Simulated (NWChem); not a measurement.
C$_{2}$H$_{3}$Br; SMILES C=CBr

Computed with NWChem. Pople sets run with spherical d functions. All runs use the structure optimised with B3LYP/6-31G* (spherical d).

### Question
What does the run give for TPSS/6-31G*? Quantities: highest occupied level (eV); orbital gap (eV); dipole (D).

### Answer
The highest occupied level (eV) is -6.17 and the orbital gap (eV) comes out as 5.36. The dipole (D) is 1.63.
